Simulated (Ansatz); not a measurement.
Ideal-gas functions of C2H3BrFI (`FCC(Br)I`) at 298.15 K and 1 bar, from an Ansatz frequency run at PBE0-D4/def2-TZVP.

Molar mass 252.85 g/mol, point group C1 (symmetry number 1), electronic degeneracy 1, moments of inertia 246.348, 582.084, 813.03 u Å². Harmonic wavenumbers (cm⁻¹, unscaled): 113, 143, 173, 290, 372, 531, 725, 985, 1071, 1115, 1150, 1224, 1294, 1404, 1488, 3060, 3122, 3171.

Use S(trans) = R[1.5 ln M + 2.5 ln T − 1.1517]; rotational temperatures θ = 24.2544 K / I; S(rot) = R[ln(√π/σ · √(T³/θAθBθC)) + 1.5]; for each mode x = 1.438777 ν̃/T, S = R[x/(eˣ − 1) − ln(1 − e⁻ˣ)] and H = RT x/(eˣ − 1); 1 cm⁻¹ = 0.0119627 kJ/mol; R = 8.31446 J/(mol·K).

Task: By hand: the entropy, in J/(mol·K).

Result: Translation 177.9. Rotation: θ = 0.0985, 0.0417, 0.0298 K, giving 125.7. Vibration, mode by mode: 13.46, 11.56, 10.05, 6.17, 4.48, 2.45, 1.16, 0.42, 0.29, 0.25, 0.21, 0.16, 0.12, 0.07, 0.05, 0.00, 0.00, 0.00, in all 50.9. Electronic 0.0. Sum 354.5 J/(mol·K).

Task: By hand: H − E and G − E in kJ/mol, counted from the electronic energy.

Result: Zero-point energy ½ × 21431 × 0.0119627 = 128.2; thermal vibration 8.4; translation, rotation and pV give 4 RT = 9.9. H − E = 146.5 kJ/mol, and G − E = 146.5 − 298.15 × 354.5/1000 = 40.8 kJ/mol.

Vibration gives 14 % of the entropy, 25.0 J/(mol·K) of it from the modes under 150 cm⁻¹: soft modes count most, and the harmonic formula is weakest for them. The sum counts one conformer and one mirror image; others add a mixing term.
